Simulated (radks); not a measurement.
The numbers below are computed, except where a source is named.
Question: Spin polarisation of the 6s1 shell in the lead ion Pb3+. Start: [Xe] 4f14 5d10 6s(up 0.5, down 0.5); electrons of 6s are moved from spin down to spin up, other shells keep equal spins. Code: a radial shooting solver on a logarithmic mesh with Libxc functionals. Model: scalar-relativistic Kohn-Sham, LDA (Slater exchange, Perdew-Wang correlation), spin-polarised, spherical densities, finite nucleus; Fermi nuclear charge, rms radius of each element as measured or else 0.836 A^(1/3) + 0.57 fm. Estimate the energy gained and the exchange splitting at a moment of 1 Bohr magnetons.

Answer: At moment 1 the spin-polarisation energy is -0.221 eV and the 6s exchange splitting 0.891 eV, that is 0.891 eV per Bohr magneton; E = -I m^2/4 would give I = 0.883 eV.
